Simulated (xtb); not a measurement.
xtb input file for In(I) anion (IIn), SMILES [In][I] (connectivity only; charge and spin as stated), charge -1, multiplicity 2, GFN2-xTB. 

```
$ xtb mol.xyz --gfn 2 --sp --chrg -1 --uhf 1 --json
$ cat mol.xyz
2

In     0.00000000     0.00000000    -1.55480491
I      0.00000000     0.00000000     1.43746114
```

It prints:

```
[banner left out]
          |                Calculation Setup                |
           -------------------------------------------------



           -------------------------------------------------
          |                 G F N 2 - x T B                 |
           -------------------------------------------------

        Reference                      10.1021/acs.jctc.8b01176
      * Hamiltonian:
        H0-scaling (s, p, d)           1.850000    2.230000    2.230000
        zeta-weighting                 0.500000
      * Dispersion:
        s8                             2.700000
        a1                             0.520000
        a2                             5.000000
        s9                             5.000000
      * Repulsion:
        kExp                           1.500000    1.000000
        rExp                           1.000000
      * Coulomb:
        alpha                          2.000000
        third order                    shell-resolved
        anisotropic                    true
        a3                             3.000000
        a5                             4.000000
        cn-shift                       1.200000
        cn-exp                         4.000000
        max-rad                        5.000000


          ...................................................
          :                      SETUP                      :
          :.................................................:
          :  # basis functions                  20          :
          :  # atomic orbitals                  18          :
          :  # shells                            6          :
          :  # electrons                        11          :
          :  max. iterations                   250          :
          :  Hamiltonian                  GFN2-xTB          :
          :  restarted?                      false          :
          :  GBSA solvation                  false          :
          :  PC potential                    false          :
          :  electronic temp.          300.0000000     K    :
          :  accuracy                    1.0000000          :
          :  -> integral cutoff          0.2500000E+02      :
          :  -> integral neglect         0.1000000E-07      :
          :  -> SCF convergence          0.1000000E-05 Eh   :
          :  -> wf. convergence          0.1000000E-03 e    :
          :  Broyden damping             0.4000000          :
          :  net charge                         -1          :
          :  unpaired electrons                  1          :
          ...................................................

 iter      E             dE          RMSdq      gap      omega  full diag
   1     -5.0465959 -0.504660E+01  0.705E+01    0.00       0.0  T
   2     -5.2161522 -0.169556E+00  0.304E+01    0.00       1.0  T
   3     -5.2303375 -0.141853E-01  0.134E+01    0.00       1.0  T
   4     -5.2313934 -0.105589E-02  0.875E+00    0.00       1.0  T
   5     -5.2319070 -0.513684E-03  0.633E-01    0.00       1.0  T
   6     -5.2319577 -0.506851E-04  0.189E+00    0.00       1.0  T
   7     -5.2319648 -0.708243E-05  0.879E-01    0.00       1.0  T
   8     -5.2319712 -0.638642E-05  0.221E-01    0.00       1.0  T
   9     -5.2319722 -0.101693E-05  0.532E-02    0.00       1.3  T
  10     -5.2319723 -0.395979E-07  0.161E-02    0.00       4.4  T
  11     -5.2319723 -0.324063E-08  0.192E-03    0.00      36.8  T
  12     -5.2319723 -0.530962E-10  0.107E-04    0.00     657.8  T
  13     -5.2319723 -0.515143E-13  0.326E-05    0.00    2169.0  T

   *** convergence criteria satisfied after 13 iterations ***

         #    Occupation            Energy/Eh            Energy/eV
      -------------------------------------------------------------
         1        2.0000           -0.4925819             -13.4038
         2        2.0000           -0.2517277              -6.8499
         3        2.0000           -0.1951291              -5.3097
         4        2.0000           -0.1951291              -5.3097
         5        2.0000           -0.1891818              -5.1479
         6        0.5000           -0.0061597              -0.1676 (HOMO)
         7        0.5000           -0.0061597              -0.1676 (LUMO)
         8                          0.0664288               1.8076
         9                          0.1677078               4.5636
        10                          0.1677078               4.5636
        11                          0.2304002               6.2695
       ...                                ...                  ...
        18                          0.8559728              23.2922
      -------------------------------------------------------------
                  HL-Gap            0.0000000 Eh            0.0000 eV
             Fermi-level           -0.0519152 Eh           -1.4127 eV

 SCC (total)                   0 d,  0 h,  0 min,  0.005 sec
 SCC setup                      ...        0 min,  0.000 sec (  2.332%)
 Dispersion                     ...        0 min,  0.000 sec (  0.464%)
 classical contributions        ...        0 min,  0.000 sec (  0.324%)
 integral evaluation            ...        0 min,  0.001 sec ( 17.323%)
 iterations                     ...        0 min,  0.003 sec ( 58.467%)
 molecular gradient             ...        0 min,  0.001 sec ( 18.265%)
 printout                       ...        0 min,  0.000 sec (  2.424%)

         :::::::::::::::::::::::::::::::::::::::::::::::::::::
         ::                     SUMMARY                     ::
         :::::::::::::::::::::::::::::::::::::::::::::::::::::
         :: total energy              -5.231191960355 Eh    ::
         :: gradient norm              0.000002458120 Eh/a0 ::
         :: HOMO-LUMO gap              0.000000000000 eV    ::
         ::.................................................::
         :: SCC energy                -5.231972257995 Eh    ::
         :: -> isotropic ES            0.113159961494 Eh    ::
         :: -> anisotropic ES         -0.002389485710 Eh    ::
         :: -> anisotropic XC         -0.006095078733 Eh    ::
         :: -> dispersion             -0.001223855479 Eh    ::
         :: repulsion energy           0.000780297640 Eh    ::
         :: add. restraining           0.000000000000 Eh    ::
         :: total charge              -1.000000000000 e     ::
         :::::::::::::::::::::::::::::::::::::::::::::::::::::

           -------------------------------------------------
          |                Property Printout                |
           -------------------------------------------------

    * Orbital Energies and Occupations

         #    Occupation            Energy/Eh            Energy/eV
      -------------------------------------------------------------
         1        2.0000           -0.4925819             -13.4038
         2        2.0000           -0.2517277              -6.8499
         3        2.0000           -0.1951291              -5.3097
         4        2.0000           -0.1951291              -5.3097
         5        2.0000           -0.1891818              -5.1479
         6        0.5000           -0.0061597              -0.1676 (HOMO)
         7        0.5000           -0.0061597              -0.1676 (LUMO)
         8                          0.0664288               1.8076
         9                          0.1677078               4.5636
        10                          0.1677078               4.5636
        11                          0.2304002               6.2695
        12                          0.2304002               6.2695
        13                          0.2998159               8.1584
        14                          0.2998159               8.1584
Note: The following floating-point exceptions are signalling: IEEE_DENORMAL
normal termination of xtb
        15                          0.3369915               9.1700
        16                          0.3519200               9.5762
        17                          0.3519200               9.5762
        18                          0.8559728              23.2922
      -------------------------------------------------------------
                  HL-Gap            0.0000000 Eh            0.0000 eV
             Fermi-level           -0.0519152 Eh           -1.4127 eV

     #   Z          covCN         q      C6AA      α(0)
     1  49 In       0.794    -0.439   595.632    64.050
     2  53 I        0.794    -0.561   415.421    35.186

 Mol. C6AA /au·bohr⁶  :       1943.407360
 Mol. C8AA /au·bohr⁸  :     234895.264289
 Mol. α(0) /au        :         99.236085


Wiberg/Mayer (AO) data.
largest (>0.10) Wiberg bond orders for each atom

 ---------------------------------------------------------------------------
     #   Z sym  total        # sym  WBO       # sym  WBO       # sym  WBO
 ---------------------------------------------------------------------------
     1  49 In   0.761 --     2 I    0.761
     2  53 I    0.761 --     1 In   0.761
 ---------------------------------------------------------------------------

Topologies differ in total number of bonds
Writing topology from bond orders to xtbtopo.mol

molecular dipole:
                 x           y           z       tot (Debye)
 q only:        0.000       0.000      -0.232
   full:       -0.000       0.000      -1.273       3.234
molecular quadrupole (traceless):
                xx          xy          yy          xz          yz          zz
 q only:        3.965       0.000       3.965       0.000       0.000      -7.930
  q+dip:        6.661       0.000       6.661      -0.000       0.000     -13.322
   full:        6.846       0.000       6.846      -0.000       0.000     -13.692


           -------------------------------------------------
          | TOTAL ENERGY               -5.231191960355 Eh   |
          | GRADIENT NORM               0.000002458120 Eh/α |
          | HOMO-LUMO GAP               0.000000000000 eV   |
           -------------------------------------------------

------------------------------------------------------------------------
------------------------------------------------------------------------
 total:
 SCF:
```

Self-consistency was reached.

Cost: about 0.05 core-seconds (a rough figure).
